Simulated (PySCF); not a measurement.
C₂H₉OSi₂ (doublet state).
Geometry (GFN2-xTB, Å), atoms numbered from 1 in this order:
```
atom  x, y, z in Å
C1    -1.974    1.095    0.076
O2    -0.720    0.494   -0.089
C3    -0.573   -0.720    0.624
Si4    1.203   -1.297    0.232
Si5    2.455    0.572    0.537
H6    -2.156    1.347    1.130
H7    -2.779    0.432   -0.268
H8    -1.973    2.006   -0.521
H9    -1.335   -1.442    0.303
H10   -0.732   -0.548    1.697
H11    1.543   -2.347    1.212
H12    1.106   -2.007   -1.061
H13    2.039    1.911    0.123
H14    3.896    0.505    0.262
```

The hyperfine couplings belong to this conformer and change with its torsions.

The species is `[SiH2](COC)[SiH2]` [radical].

Method used: PySCF 2.14.0, UKS B3LYP, pcH-1 on C H O Si, non-relativistic, mean-field spin-orbit, GIAO. One conformer (not necessarily the lowest) at the GFN2-xTB geometry, without solvent, vibrations or thermal averaging. Couplings are sensitive to structure, and on GFN2-xTB geometries they can be far from those on DFT ones, by a factor of two or more for some ions and for spin on atoms past the first row. The SCF solution wasn't tested for stability.

Mulliken spin populations: C1 +0.001, O2 +0.001, C3 -0.004, Si4 +0.012, Si5 +0.994, H6 0.000, H7 0.000, H8 0.000, H9 0.000, H10 0.000, H11 +0.001, H12 +0.042, H13 -0.020, H14 -0.026.

Q: What dipolar couplings does the calculation give for H6, H7, H8, H9, H10, H11, H12?

A: 
| atom | position | distance from Si5 (Å) | T1 (MHz) | T2 | T3 |
| --- | --- | --- | --- | --- | --- |
| H6 | 5 bonds from Si5 | 4.71 | -0.76 | -0.62 | 1.38 |
| H7 | 5 bonds from Si5 | 5.30 | -0.53 | -0.45 | 0.98 |
| H8 | 5 bonds from Si5 | 4.77 | -0.64 | -0.59 | 1.23 |
| H9 | 3 bonds from Si5 | 4.30 | -1.00 | -0.62 | 1.63 |
| H10 | 3 bonds from Si5 | 3.57 | -1.83 | -1.35 | 3.18 |
| H11 | 2 bonds from Si5 | 3.13 | -2.59 | -1.18 | 3.78 |
| H12 | 2 bonds from Si5 | 3.32 | -2.21 | -0.46 | 2.67 |

Q: Estimate them with point dipoles: put each population ρk at its nucleus, leave out the nucleus itself and the atom bound to it, and sum T = Σ [ρk/(2S)]·C·(3 n nᵀ − 1)/r³ with C = μ0 gₑ μB g_N μN/(4π h) = 79.06 MHz Å³.

A: 
| atom | T1 (MHz) | T2 | T3 | T3, computed | difference in T3 (%) |
| --- | --- | --- | --- | --- | --- |
| H6 | -0.75 | -0.73 | 1.48 | 1.38 | +7 |
| H7 | -0.55 | -0.50 | 1.06 | 0.98 | +8 |
| H8 | -0.72 | -0.70 | 1.42 | 1.23 | +15 |
| H9 | -1.16 | -0.91 | 2.07 | 1.63 | +27 |
| H10 | -1.80 | -1.62 | 3.43 | 3.18 | +8 |
| H11 | -2.80 | -2.04 | 4.84 | 3.78 | +28 |
| H12 | -2.13 | -2.08 | 4.21 | 2.67 | +58 |

Q: If all the spin sat on Si5, T∥ = 2C/r³. What distance does the computed T3 of H7 then imply?

A: r = (2 × 79.06/0.98)^(1/3) = 5.45 Å, against 5.30 Å in the structure.

On one thread of an AMD EPYC 7B13, no GPU, shared host, this took 36 s of wall time (with the writing of density and orbital grids) and 0.87 GiB of memory at its peak.
